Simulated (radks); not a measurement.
Task: The mean radii <r> (bohr) of the occupied orbitals of an atom or ion are listed with their occupations. Method: non-relativistic Kohn-Sham, TPSS, spin-polarised, spherical densities, point nucleus; meta-GGA in the generalised Kohn-Sham scheme; computed with a radial shooting solver on a logarithmic mesh with Libxc functionals.

orbital  occ.      <r>
1s up       1  0.03544
1s down     1  0.03544
2s up       1   0.1533
2s down     1   0.1533
2p up       3   0.1314
2p down     3   0.1313
3s up       1   0.3871
3s down     1   0.3876
3p up       3   0.3740
3p down     3   0.3746
3d up       1   0.3334

Name the element and its charge. Open shells, if any, are filled with parallel spins first.

Result: Z = 43, technetium, charge +24: Tc24+ in [Ar] 3d1. The 1s radius gives Z: for a bare nucleus <r> = 1.5/Z, 0.03488 bohr for Z = 43, and screening makes it slightly larger (0.03544 here). The occupations add up to 19, and the charge is Z minus that.
